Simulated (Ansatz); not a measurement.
Start from `[F][Sn]([F])([SeH])[SeH]` and change one atom or group to get `[NH2][Sn]([F])([F])[SeH]`.

Ansatz, PBE0-D4/def2-TZVP geometries, multiplicity 1. Each molecule was computed in one conformer, which needn't be the lowest.

Elements past krypton have def2 core potentials. Scalar relativity is left out up to krypton. Spin–orbit coupling is left out; it splits and shifts lone-pair levels of the heavy atoms by tenths of an eV.

```csv
property,`[F][Sn]([F])([SeH])[SeH]`
"ideal-gas entropy at 298 K and 1 bar (rigid rotor, harmonic PBE0-D4/def2-TZVP) / J/(mol·K)",424
LUMO energy (PBE0/def2-TZVPP) / eV,-2.64
HOMO energy (B3LYP/def2-TZVPP) / eV,-7.74
HOMO energy (PBE0/def2-TZVPP) / eV,-8.00
size of the dipole moment (PBE/def2-TZVPP) / D,3.05
LUMO energy (PBE/def2-TZVPP) / eV,-3.47
```

Problem. What does the change do to each property? (Best estimate.)

Solution. Computed: 
```csv
property,`[NH2][Sn]([F])([F])[SeH]`,shift
"ideal-gas entropy at 298 K and 1 bar (rigid rotor, harmonic PBE0-D4/def2-TZVP) / J/(mol·K)",401,-23
LUMO energy (PBE0/def2-TZVPP) / eV,-2.06,0.58
HOMO energy (B3LYP/def2-TZVPP) / eV,-7.69,0.05
HOMO energy (PBE0/def2-TZVPP) / eV,-7.94,0.06
size of the dipole moment (PBE/def2-TZVPP) / D,2.59,-0.46
LUMO energy (PBE/def2-TZVPP) / eV,-2.97,0.50
```

With PBE0 the HOMO rises by 0.06 eV and the LUMO rises by 0.58 eV, so the gap widens by about 0.52 eV. PBE moves the HOMO by 0.08 eV and ωB97M-V by 0.04 eV. The zero-point energy changes by 45.6 kJ/mol with +3 modes. Dipoles are sizes alone; their direction can turn. Modes under 60 cm⁻¹, often nearly free rotors, make the harmonic entropy too high.

B3LYP here is the variant with VWN-RPA as its local correlation; programs differ in this.
